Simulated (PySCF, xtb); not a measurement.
CF2, SMILES F[C]F (connectivity only; charge and spin as stated), neutral, multiplicity 1.

Harmonic wavenumbers (cm⁻¹) from GFN2-xTB in xtb at its own minimum, in rising order: 588, 1132, 1294.

What does PBE-D3(BJ)/def2-TZVP (PySCF) give at its own minimum? (An estimate is asked for; the answer gives what the named calculation found.)

639, 1056, 1170. Paired by order, the mean absolute difference is 84 cm⁻¹ and the zero-point energies are 4.3 and 4.1 kcal/mol.
